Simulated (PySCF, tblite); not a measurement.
Species: C3H9BN2Si.
SMILES with atom numbers: `[CH3:1][C:2]#[C:3][BH:4][NH:5][SiH2:6][NH2:7]` (hydrogens: H8, H9, H10 on C1; H11 on B4; H12 on N5; H13, H14 on Si6; H15, H16 on N7)

Jobs on this species (16 atoms, 60 electrons) with PySCF (density fitting) and tblite. Hardware of each: one thread, Arm Neoverse V1 (aarch64) (shared host). Times come from a shared host and carry two figures at best.

```json
{"level and settings": "CAM-B3LYP/def2-SVPD", "work": "8 singlets by full TDDFT, 3 Tamm–Dancoff triplets, polarisability", "basis functions": "216", "SCF cycles": "?", "wall time": "?"}
{"level and settings": "GFN2-xTB", "work": "L-BFGS relaxation", "basis functions": "–", "SCF cycles": "–", "wall time": "0.93 s"}
{"level and settings": "PBE0/pcSseg-1", "work": "shieldings, charges and field gradients, density and orbital grids written", "basis functions": "171", "SCF cycles": "?", "wall time": "?"}
{"level and settings": "GFN2-xTB", "work": "Hessian by finite differences", "basis functions": "–", "SCF cycles": "–", "wall time": "0.5 s"}
```

Task: Fill in the missing figures.

Result: 
- CAM-B3LYP/def2-SVPD; 8 singlets by full TDDFT, 3 Tamm–Dancoff triplets, polarisability: 52 s, 14 SCF cycles
- PBE0/pcSseg-1; shieldings, charges and field gradients, density and orbital grids written: 31 s, 14 SCF cycles

Task: What do all jobs in the table cost together?

Result: About 84 s; the longest takes about 62 % of that, and about 100 times as long as the shortest.
